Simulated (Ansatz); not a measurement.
```yaml
crystal:
  periodic: [false, false, false]
  atoms:
    - {symbol: C, position_ang: [-1.973543, -2.538302, 0.478148]}
    - {symbol: C, position_ang: [-1.053124, -1.354553, 0.255448]}
    - {symbol: N, position_ang: [-0.322106, -0.414372, 0.078476]}
    - {symbol: Cu, position_ang: [0.868187, 1.116575, -0.210075]}
    - {symbol: C, position_ang: [2.085527, 2.682350, -0.505376]}
    - {symbol: H, position_ang: [-1.435719, -3.338813, 1.096896]}
    - {symbol: H, position_ang: [-2.280507, -2.987948, -0.530075]}
    - {symbol: H, position_ang: [-2.913748, -2.200422, 1.039196]}
    - {symbol: H, position_ang: [2.465749, 3.115021, 0.490556]}
    - {symbol: H, position_ang: [3.008345, 2.388098, -1.126241]}
    - {symbol: H, position_ang: [1.550950, 3.532356, -1.066953]}
basis:
  gaussian: {orbitals: aug-pcseg-2}
total_charge: 3
magnetization: {spin_polarized: true, initial_magnetization: 1}
hamiltonian: {xc: {name: BLYP}}
scf: {lower_state_search: off}
```

```sh
$ ansatz run in.yaml --threads 2 --pin off --events-out ev --progress --plain --max-ram 32768MiB --backend cuda --devices 0, --max-vram 18GiB
```

Shortened log:

```
Functional definition: BLYP
1658 factors; their error is unknown
mean field evaluation 1: about -49229.3400 eV, gradient 1.6e2 eV
mean field evaluation 2: about -47888.6417 eV, gradient 4.8e2 eV
mean field evaluation 4: about -49112.9808 eV, gradient 1.0e2 eV
mean field evaluation 8: about -49300.6516 eV, gradient 3.7e-1 eV
mean field evaluation 16: about -49300.5850 eV, gradient 3.6e-3 eV
mean field -49300.58504146 eV, -1811.7630831370 hartree, gradient 2.7e-6 eV, S^2 0.755660; 0 other end points of the search recorded, 0 dependent functions left out
reference -49300.58541705 eV, -1811.7630969397 hartree; 29, 28 occupied and 374, 375 virtual orbitals, 1658 factors
Total energy: -49300.58541705 eV, -1811.7630969397 hartree
Checks for a lower state left out: stability, starts, cluster_reference, orbital_swaps, neighbouring_geometries, increment
```

(1) What is wrong with this run?

Results:

(1) The charge is far from anything that the molecule holds. The calculation finished and met its thresholds. The result belongs to that input, not to the molecule as meant.
